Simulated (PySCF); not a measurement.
AlH₃, SMILES [AlH3]. Atoms are numbered in the order given.

```xyz
4

Al     0.0000     0.0000     0.0000
H      1.5803     0.0000     0.0000
H     -0.7901     1.3685     0.0000
H     -0.7901    -1.3685     0.0000
```
Charge 0, spin multiplicity 1.

Geometry optimised at B3LYP-D3(BJ)/def2-TZVPD. The isomer is the one that the SMILES or the coordinates give; other isomers of the formula were not compared.

All values below come from PySCF with PBE0/pcJ-2.

Isotropic couplings with Fermi-contact, spin-dipole and both spin-orbit terms, one fixed conformer, no vibrational averaging. Isotopes: 1H.

Computed spin–spin coupling constants:
```csv
pair,bonds apart,J (Hz)
H2–H3,2,28.5
H2–H4,2,28.5
H3–H4,2,28.5
```
